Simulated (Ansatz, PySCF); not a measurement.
Process, species as SMILES: CCO [ethanol] -> C[CH]O + H atom (the C-H bond at the site shown breaks; other sites are not compared here)
Geometries: B3LYP-D3(BJ)/def2-TZVP minima from Ansatz (an electronic-structure program), one conformer each, not searched for the lowest.
Geometry of the first species:
SMILES: C(C)O
```xyz
9

C      1.1718    -0.4079     0.0081
C      0.0038     0.5538    -0.0092
O     -1.1993    -0.2136     0.0022
H     -1.9515     0.3866    -0.0087
H      0.0464     1.2144     0.8659
H      0.0484     1.1848    -0.9058
H      2.1164     0.1393     0.0001
H      1.1395    -1.0312     0.9029
H      1.1415    -1.0607    -0.8654
```

Quantity: bond dissociation energy (0 K, with B3LYP-D3(BJ) harmonic zero-point energies from PySCF), in kcal/mol. Correlated levels leave the core frozen unless marked. UHF or UKS for open shells. No spin-orbit coupling. No relativistic terms. CBS marks a two-point X^-3 extrapolation of the correlation energy; Hartree-Fock from the larger set. The bracket is a focal-point correction in the basis named.

```csv
level,program,bond dissociation energy (kcal/mol)
HF/cc-pVTZ,Ansatz,69.4
```

What does RI-MP2/CBS(cc-pVTZ,cc-pVQZ)+[CCSD(T)-MP2]/cc-pVTZ (Ansatz) give?

94.2 kcal/mol, so HF/cc-pVTZ differs from it by -24.8 kcal/mol.
